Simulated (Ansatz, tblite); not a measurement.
Cost and result up the ladder for Ga₂P₂⁻ (4 atoms). The state is a doublet with charge -1. Geometry: r2SCAN-D4/def2-SVPD.

Cartesian coordinates in Å:
```
Ga 0.043 -1.333 -0.359
Ga -0.043 1.333 0.360
P 1.770 0.200 -0.534
P -1.770 -0.200 0.534
```

Ansatz on 4 threads of Arm Neoverse V2 on a shared host; xTB runs through tblite on one thread. Times are rough, summed over both states, and most runs start from the orbitals of an earlier one. PBE0-D4/def2-TZVPD serves as the yardstick here, not as an exact answer. The other state is a triplet.

The xTB rows come from tblite. The structure comes from a short search, and lower isomers may exist.

Raw xTB energies of ions are shifted by several eV, and xTB has no spin-polarisation term.

```tsv
level	functions	wall time
GFN2-xTB	36	0.006 s
GFN1-xTB	36	0.007 s
PBE-D4/def2-TZVPD	194	9.1 s
PBE0-D4/def2-TZVPD	194	18 s
r2SCAN-D4/def2-TZVPD	194	24 s
```

Task: Estimate what each level gives for the vertical IE (eV).

Result: 
| level | vertical IE (eV) | difference from PBE0-D4/def2-TZVPD (eV) |
| --- | --- | --- |
| GFN2-xTB | 7.14 | 4.50 |
| GFN1-xTB | 6.72 | 4.08 |
| PBE-D4/def2-TZVPD | 2.67 | 0.04 |
| PBE0-D4/def2-TZVPD | 2.64 | 0.00 |
| r2SCAN-D4/def2-TZVPD | 2.68 | 0.04 |
